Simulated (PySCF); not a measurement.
Geometries of 3 isomers of C3H10GeO, from PySCF, PBE0-D3(BJ)/def2-SVP geometry optimisation, gas phase. One conformer each, no zero-point energy, no frequencies.

Question: Which is lowest in electronic energy at this level?
A.
```xyz
15
angstrom
Ge     0.005    0.524    0.339
H      0.085    0.729    1.873
C      1.749    0.041   -0.384
H      1.650   -0.228   -1.447
H      2.185   -0.813    0.154
H      2.446    0.889   -0.303
C     -0.777    2.044   -0.574
H     -0.795    1.856   -1.657
H     -0.191    2.955   -0.383
H     -1.807    2.207   -0.229
O     -1.146   -0.814    0.030
C     -0.902   -2.085    0.548
H      0.030   -2.540    0.156
H     -1.734   -2.751    0.266
H     -0.833   -2.092    1.655
```
B.
```xyz
15
angstrom
C     -1.054    1.386    0.236
C     -0.345    0.055    0.415
C     -1.310   -1.102    0.603
O      0.448   -0.198   -0.731
Ge     2.219   -0.303   -0.588
H     -1.689    1.623    1.103
H     -1.687    1.353   -0.665
H     -0.324    2.199    0.107
H      0.291    0.123    1.323
H     -0.760   -2.047    0.724
H     -1.947   -0.953    1.488
H     -1.957   -1.196   -0.283
H      2.588   -1.462    0.363
H      2.720   -0.561   -2.014
H      2.767    1.025   -0.022
```
C.
```xyz
15
angstrom
Ge    -0.021    0.033    0.274
O     -0.023    0.095    2.069
H      0.427   -0.657    2.467
C      1.823    0.020   -0.365
H      1.852    0.103   -1.462
H      2.336   -0.910   -0.079
H      2.378    0.869    0.063
C     -0.951    1.655   -0.245
H     -1.070    1.701   -1.337
H     -0.387    2.541    0.083
H     -1.948    1.687    0.219
C     -0.970   -1.566   -0.320
H     -1.986   -1.588    0.100
H     -0.444   -2.480   -0.006
H     -1.049   -1.579   -1.418
```

Answer: C. That is Ge(OH)Me3, `[CH3][Ge]([CH3])([CH3])[OH]`, 17.9 kcal/mol below the next.

| SMILES | atoms numbered as above | E (Eh) | relative (kcal/mol) | relative (kJ/mol) | dipole (D) |
| --- | --- | --- | --- | --- | --- |
| [CH3][Ge]([CH3])([CH3])[OH] | – | -2271.72254 | 0.0 | 0.0 | 1.73 |
| [H][Ge]([CH3])([CH3])[O]C | – | -2271.69395 | 17.9 | 75.1 | 1.38 |
| CC(C)[O][GeH3] | [CH3:1][CH:2]([CH3:3])[O:4][GeH3:5] | -2271.68075 | 26.2 | 109.7 | 1.10 |
